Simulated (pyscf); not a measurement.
`[Cl][Ge]([Cl])([Cl])[Cl]` + `[GeH2]` [singlet] → `[Cl][GeH2][Ge]([Cl])([Cl])[Cl]`, an insertion (singlet surface; Cl–Ge broken, Cl–Ge, Ge–Ge formed). Single points on ωB97X-D3(BJ)/def2-SVP structures (PySCF, gas phase). Energies in kcal/mol from the separated reactants.

Small-basis levels: PySCF, no dispersion term, spherical d functions. 

### Question
In single points MP2/6-31G*+LANL2DZ puts the saddle at 7.1 kcal/mol and the reaction energy at -46.9 kcal/mol. Should these be trusted to within a few kcal/mol? Compare with ωB97M-D3(BJ)/def2-TZVP.

### Answer
ωB97M-D3(BJ)/def2-TZVP gives ΔE‡ = -0.7 kcal/mol and ΔE = -46.7 kcal/mol. MP2/6-31G*+LANL2DZ lies 7.8 kcal/mol over it in the barrier and 0.2 kcal/mol under it in the reaction energy, so on this step it does not hold to within 3.0 kcal/mol. ωB97M-D3(BJ)/def2-TZVP has limits of its own. On the reactant side the descent ends in a bound adduct, 9.2 kcal/mol under the separated species and 2.3 kcal/mol under the saddle at ωB97X-D3(BJ)/def2-TZVP. At ωB97M-D3(BJ) the saddle lies under the separated reactants, which points to a path from their complex (located at ωB97X-D3(BJ) alone). At ωB97X-D3(BJ)/def2-TZVP the barrier from the zero used here is -6.9 kcal/mol. This is the saddle that the search found; another between the same sides may lie lower. In the def2 sets elements up to Kr have no core potential.
